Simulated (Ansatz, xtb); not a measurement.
## C3H2BrF: which of two isomers lies lower

Structure a: `F[C@@H]1C=C1Br`, a singlet. Structure b: `FC1(Br)C=C1`, a singlet. Both are isolated molecules in the gas phase, relaxed with PBE-D3(BJ)/def2-SVP.

Quicker runs give these differences E(b) − E(a): GFN2-xTB +1.18 kcal/mol; HF/STO-3G +1.67 kcal/mol (at GFN2-xTB geometries); r2SCAN-D4/def2-SVP −0.44 kcal/mol (at GFN2-xTB geometries).

Estimate which is lower in electronic energy at CCSD(T)/def2-SVP + ΔMP2/def2-TZVPP, and by roughly how much.

Too close to call at this level: CCSD(T)/def2-SVP + ΔMP2/def2-TZVPP gives E(b) − E(a) = +0.58 kcal/mol.

Level by level:

```
                             level             geometry  E(b) − E(a) (kcal/mol)  departure from the last row (kcal/mol)  job, with rough time for the two
                          GFN2-xTB             GFN2-xTB                     +1.18                                   +0.60              optimisation, 0.22 s
                         HF/STO-3G             GFN2-xTB                     +1.67                                   +1.09              single point, 0.59 s
                r2SCAN-D4/def2-SVP             GFN2-xTB                     −0.44                                   −1.02                 single point, 3 s
               PBE-D3(BJ)/def2-SVP  PBE-D3(BJ)/def2-SVP                     −0.09                                   −0.67                optimisation, 17 s
                       HF/def2-SVP  PBE-D3(BJ)/def2-SVP                     −0.50                                   −1.08           part of the CCSD(T) run
                      MP2/def2-SVP  PBE-D3(BJ)/def2-SVP                      0.00                                   −0.58           part of the CCSD(T) run
                  CCSD(T)/def2-SVP  PBE-D3(BJ)/def2-SVP                     −0.01                                   −0.59                      single point
CCSD(T)/def2-SVP + ΔMP2/def2-TZVPP  PBE-D3(BJ)/def2-SVP                     +0.58                                                        single point, 30 s
```

As drawn, both hold the same kinds of bond in the same numbers.

The largest departure from CCSD(T)/def2-SVP + ΔMP2/def2-TZVPP is that of HF/STO-3G, 1.09 kcal/mol. The last row adds to CCSD(T) the change of the MP2 difference between the two basis sets, here +0.59 kcal/mol.

With harmonic frequencies from PBE-D3(BJ)/def2-SVP (ideal gas, rigid rotor, one conformer each, 298.15 K, 1 atm): on the last row, ΔE + ΔZPE = +0.04, ΔH = +0.03, ΔG = +0.29 kcal/mol.

The correlated steps freeze 13 core orbitals; the filled d shell of Br is correlated, in a basis made for valence electrons. Mirror images aren't counted in ΔG. Run with Ansatz 0.2.0, xtb 6.7.1; the last row on 2 threads of Intel(R) Xeon(R) Processor @ 2.70GHz on a shared host.
